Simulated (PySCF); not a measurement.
Strontium: a sound run and one with changed settings

Sound run: Sr²⁺ [Kr], Sr³⁺ [Ar] 3d10 4s2 4p5. Computed with PySCF 2.14 in Sapporo-DKH3-DZP-2012 (7s6p2d, 35 functions), with scalar relativity by spin-free X2C-1e. The sound run starts from symmetry-adapted Hartree-Fock orbitals and uses a fine grid where one is needed.

A second run was set up differently.

```json
{"species": "Sr²⁺", "method": "UHF", "sound run (hartree)": "-3176.60020", "changed run (hartree)": "-3176.60020", "converged": "yes"}
{"species": "Sr²⁺", "method": "M06-L", "sound run (hartree)": "-3178.37986", "changed run (hartree)": "-3184.85718", "converged": "yes"}
{"species": "Sr²⁺", "method": "PBE0", "sound run (hartree)": "-3178.17156", "changed run (hartree)": "-3183.36129", "converged": "yes"}
{"species": "Sr³⁺", "method": "UHF", "sound run (hartree)": "-3175.05324", "changed run (hartree)": "-3175.05324", "converged": "yes"}
{"species": "Sr³⁺", "method": "M06-L", "sound run (hartree)": "-3176.80354", "changed run (hartree)": "-3182.86387", "converged": "yes"}
{"species": "Sr³⁺", "method": "PBE0", "sound run (hartree)": "-3176.58631", "changed run (hartree)": "-3181.53455", "converged": "yes"}
```

Ionisation energy of Sr²⁺:

| method | sound run (eV) | changed run (eV) |
| --- | --- | --- |
| UHF | 42.095 | 42.095 |
| M06-L | 42.894 | 54.241 |
| PBE0 | 43.137 | 49.708 |

What was changed?
A. basis contracted for another Hamiltonian
B. all electrons correlated in a valence basis
C. level shift left on
D. radial grid too coarse

D. It used radial step 1.2 in ln r (0.13 in the sound run). A coarse radial grid mis-integrates the density and the exchange-correlation energy, with errors of either sign; Hartree-Fock needs no grid.
